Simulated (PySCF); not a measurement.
## Gas-phase XPS of Cu(CO)H, computed

Species: Cu(CO)H, CHCuO (singlet state).
Structure used (PBE0-D3(BJ)/def2-SVP), in Å, numbered top down from 1:
```
atom  x, y, z in Å
Cu1   -0.0144    0.0145   -0.8242
C2     0.0027    0.0011    1.0254
O3     0.0262   -0.0232    2.1541
H4    -0.0144    0.0076   -2.3552
```

Computed, not measured: PySCF, delta-SCF UKS SCAN, pcX-2 on the ionised atom (unc-x2c-TZVPall on a metal), pcseg-1 elsewhere, spin-free X2C. Binding energies are ΔSCF values: E(core-ionised, relaxed orbitals) − E(ground state) at a fixed geometry, referred to the vacuum level.

Task: List the computed XPS lines with their assignment.

Result: 
```
atom(s)               environment     level  binding energy (eV)  2p1/2 (eV)  count
    Cu1  copper bonded to C and H  Cu 2p3/2               939.37      960.03      1
```

Task: Which photon wavelength matches the Cu 2p3/2 of Cu1 threshold?

Result: λ = hc/E = 12398.42 eV Å / 939.37 eV = 13.199 Å.

Task: Which photon energy gives electrons from Cu 2p3/2 of Cu1 a kinetic energy of 150 eV, and what is their de Broglie wavelength?

Result: hν = 939.37 + 150 = 1089.37 eV, recoil neglected; λ = 12.264 Å/√(E/eV) = 1.00 Å.

Not every level is listed. 2p3/2 and 2p1/2 are the ΔSCF energy of one spin-free 2p hole plus the eigenvalues of a spin–orbit and ligand-field matrix of the shell. 2p1/2 minus 2p3/2 (ligand field included): Cu 20.65 eV. Satellites of the metal's 2p lines aren't described. No level of carbon or oxygen is listed. Isolated species at its PBE0-D3(BJ)/def2-SVP geometry, gas phase. Metal 2p energies of this one-determinant scheme are less reliable than its 1s energies.

Time: 14 s of wall time. Hardware: one thread of an Arm Neoverse V2, shared host.
